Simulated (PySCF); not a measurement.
**C6H7F3: full NMR table**

```
Formula                               : C6H7F3
SMILES                                : C=C/C=C\CC(F)(F)F
InChI                                 : InChI=1S/C6H7F3/c1-2-3-4-5-6(7,8)9/h2-4H,1,5H2/b4-3-
Point group of the computed structure : C1
Degrees of unsaturation               : 2
Carbon signals                        : 6
Proton signals                        : 6
```

Molfile (atoms numbered from 1):
```
C6H7F3
     RDKit          3D

 16 15  0  0  0  0  0  0  0  0999 V2000
    3.0007    0.3006   -0.3985 C   0  0  0  0  0  0  0  0  0  0  0  0
    1.7192    0.3347   -0.0063 C   0  0  0  0  0  0  0  0  0  0  0  0
    0.9489   -0.8530    0.3211 C   0  0  0  0  0  0  0  0  0  0  0  0
   -0.3325   -0.8974    0.7253 C   0  0  0  0  0  0  0  0  0  0  0  0
   -1.2409    0.2727    0.9228 C   0  0  0  0  0  0  0  0  0  0  0  0
   -2.3950    0.2876   -0.0523 C   0  0  0  0  0  0  0  0  0  0  0  0
   -3.1983    1.3327    0.1747 F   0  0  0  0  0  0  0  0  0  0  0  0
   -3.1391   -0.8199    0.0519 F   0  0  0  0  0  0  0  0  0  0  0  0
   -1.9752    0.3705   -1.3158 F   0  0  0  0  0  0  0  0  0  0  0  0
    3.5416   -0.6463   -0.4925 H   0  0  0  0  0  0  0  0  0  0  0  0
    3.5487    1.2142   -0.6397 H   0  0  0  0  0  0  0  0  0  0  0  0
    1.2196    1.3063    0.0669 H   0  0  0  0  0  0  0  0  0  0  0  0
    1.4826   -1.8053    0.2266 H   0  0  0  0  0  0  0  0  0  0  0  0
   -0.7776   -1.8771    0.9247 H   0  0  0  0  0  0  0  0  0  0  0  0
   -0.7208    1.2342    0.8208 H   0  0  0  0  0  0  0  0  0  0  0  0
   -1.6908    0.2492    1.9288 H   0  0  0  0  0  0  0  0  0  0  0  0
  1  2  2  0
  2  3  1  0
  3  4  2  0
  4  5  1  0
  5  6  1  0
  6  7  1  0
  6  8  1  0
  6  9  1  0
  1 10  1  0
  1 11  1  0
  2 12  1  0
  3 13  1  0
  4 14  1  0
  5 15  1  0
  5 16  1  0
M  END
```

How the numbers were obtained: PBE0/pcSseg-1 with gauge-including orbitals, PBE0-D3(BJ)/def2-SVP structure, B3LYP/pcJ-1 coupling constants (spin–dipole term only in couplings to heteroatoms), in PySCF 2.14.0 with density-fitted response routines (one conformer, no solvent, averaged over atoms made equivalent by symmetry, fast rotation or ring inversion, no relativistic terms).

References, each an isolated molecule treated in the same way: ¹H (σ = 31.27 ppm), ¹³C (σ = 184.41 ppm) vs TMS; ¹⁹F (σ = 177.25 ppm) vs CFCl3.

| carbon | δC, type | δH (multiplicity, J in Hz) | HMBC from (abs. J ≥ 3 Hz) | span of the C tensor (ppm) |
| --- | --- | --- | --- | --- |
| C1 | 128.9, CH2 | H10 5.62 (m); H11 5.59 (dq, 11.5, 1.6) | H13 | 213 |
| C2 | 138.3, CH | 6.79 (m) | H13, H14 | 241 |
| C3 | 143.5, CH | 6.39 (m) | H12, H10, H11, H15/H16 | 210 |
| C4 | 127.6, CH | 5.61 (m) | H12, H15/H16 | 204 |
| C5 | 35.8, CH2 | 2.76 (m) | H13, H14 | 44 |
| C6 | 130.4, C | – | H15/H16 | 5 |

Other nuclei:
| atoms | nucleus | environment | δ (ppm) | σ (ppm) |
| --- | --- | --- | --- | --- |
| F7/F8/F9 | ¹⁹F | fluorine of a CF3 group | -79.6 | 256.9 |

Selected couplings (Hz, signed; the shortest-range and largest first, 30 at most; isotopes ¹³C, ¹⁹F, ¹H): ¹J(C6,F7) -342.7, ¹J(C1,H11) 171.4, ¹J(C4,H14) 168.6, ¹J(C1,H10) 166.0, ¹J(C3,H13) 162.3, ¹J(C2,H12) 159.1, ¹J(C5,H15) 135.0, ²J(C5,F7) 32.6, ²J(H10,H11) 1.8, ³J(H10,H12) 17.9, ³J(H13,H14) 12.6, ³J(H12,H13) 12.5, ³J(H11,H12) 11.5, ³J(F7,H15) 10.0, ³J(H14,H15) 9.8, ³J(C4,F7) 2.6, ⁴J(H13,H15) -1.8, ⁴J(H12,H14) -1.5, ⁴J(H11,H13) -1.1.

1. Carbon types of the structure: 1 × C, 3 × CH, 2 × CH2, which accounts for all hydrogens.
2. δC 143.5, 138.3, 127.6: alkene CH; as expected for a trigonal carbon in a double bond.
3. δC 130.4: CF3 carbon; 3 electronegative neighbours deshield it.
4. δC 128.9: terminal =CH2 carbon; as expected for a trigonal carbon in a double bond.
5. δH 5.62, 5.59: hydrogen on a terminal =CH2 carbon; a vinylic proton, deshielded by the sp2 carbon and the C=C anisotropy.
6. δH 2.76: hydrogen on an allylic sp3 CH2; allylic position.

C–F couplings over four or more bonds (about 3 Hz to the para carbon of a fluoroarene) are left out. Common functionals overestimate the size of one-bond C–F couplings by tens of Hz; these are unscaled. Multiplet labels drop couplings under 1 Hz and merge nearly equal ones. Unscaled 3J(H,H) at this level run about 10 % above measured values. Shifts are as computed. Against solution values, carbons near 30 ppm lie about +2 ppm off and those near 130 ppm about +5 ppm. Of 1211 compounds with measured shifts, 218 miss one by over three times the rms of a fit or turn the order of signals round; such compounds aren't used in these exercises. Couplings across =CH–CH2 type bonds come from one rotamer and its mirror image, and can be 1–2 Hz further off. Unscaled 19F shifts against computed CFCl3 carry errors that often reach 10 to 50 ppm.
